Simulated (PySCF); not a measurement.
## Molecular orbitals of AlSb⁻

r²SCANh at R = 2.423 Å; PySCF, scalar-relativistic core potentials, basis sets Al def2-TZVPPD, Sb def2-TZVPPD with ECP28. State: ²Σ⁺ (doublet), unpaired electrons σ ↑. Only the outer orbitals are listed, counted within each symmetry, core potentials removing the inner ones.

```json
{"spin": "α", "orbital": "7σ", "occ.": "1", "ε (eV)": "-8.73", "on Al (%)": "19", "main shells (%)": "80 Sb s, 12 Al s"}
{"spin": "α", "orbital": "8σ", "occ.": "1", "ε (eV)": "-3.71", "on Al (%)": "70", "main shells (%)": "69 Al s, 20 Sb p, 10 Sb s"}
{"spin": "α", "orbital": "9σ", "occ.": "1", "ε (eV)": "-0.83", "on Al (%)": "56", "main shells (%)": "43 Al p, 40 Sb p, 12 Al s"}
{"spin": "α", "orbital": "4π", "occ.": "1", "ε (eV)": "-0.19", "on Al (%)": "27", "main shells (%)": "73 Sb p, 26 Al p"}
{"spin": "α", "orbital": "4π", "occ.": "1", "ε (eV)": "-0.19", "on Al (%)": "27", "main shells (%)": "73 Sb p, 26 Al p"}
{"spin": "α", "orbital": "5π", "occ.": "0", "ε (eV)": "2.75", "on Al (%)": "73", "main shells (%)": "53 Al p, 20 Al d, 15 Sb p"}
{"spin": "α", "orbital": "5π", "occ.": "0", "ε (eV)": "2.75", "on Al (%)": "73", "main shells (%)": "53 Al p, 20 Al d, 15 Sb p"}
{"spin": "β", "orbital": "7σ", "occ.": "1", "ε (eV)": "-8.13", "on Al (%)": "20", "main shells (%)": "80 Sb s, 14 Al s"}
{"spin": "β", "orbital": "8σ", "occ.": "1", "ε (eV)": "-2.95", "on Al (%)": "69", "main shells (%)": "69 Al s, 19 Sb p, 11 Sb s"}
{"spin": "β", "orbital": "4π", "occ.": "1", "ε (eV)": "-0.09", "on Al (%)": "30", "main shells (%)": "69 Sb p, 28 Al p"}
{"spin": "β", "orbital": "4π", "occ.": "1", "ε (eV)": "-0.09", "on Al (%)": "30", "main shells (%)": "69 Sb p, 28 Al p"}
{"spin": "β", "orbital": "9σ", "occ.": "0", "ε (eV)": "1.15", "on Al (%)": "58", "main shells (%)": "41 Al p, 35 Sb p, 15 Al s"}
{"spin": "β", "orbital": "5π", "occ.": "0", "ε (eV)": "3.09", "on Al (%)": "68", "main shells (%)": "54 Al p, 19 Sb p, 14 Al d"}
{"spin": "β", "orbital": "5π", "occ.": "0", "ε (eV)": "3.09", "on Al (%)": "68", "main shells (%)": "54 Al p, 19 Sb p, 14 Al d"}
```

Problem. Which are the highest filled and the lowest empty level, where do they sit, and how wide is the gap?

Solution. Highest filled β 4π at -0.09 eV (in %: 69 Sb p, 28 Al p); lowest empty β 9σ at 1.15 eV (in %: 41 Al p, 35 Sb p, 15 Al s); the gap at r²SCANh is 1.24 eV. An empty level above zero is unbound, and its energy depends on the basis.

- bond order (Mayer): 2.48
- ⟨S²⟩: 0.769
- charge on Al (Mulliken, basis-dependent): -0.53
- charge on Al (Löwdin, basis-dependent): -0.56
- dipole moment (positive dipole points towards Sb; it is taken about the centre of mass and depends on that origin): 1.59 D

Spin–orbit coupling is left out. The state is the lowest determinant that a PBE0 search found; another state may lie lower at other levels.
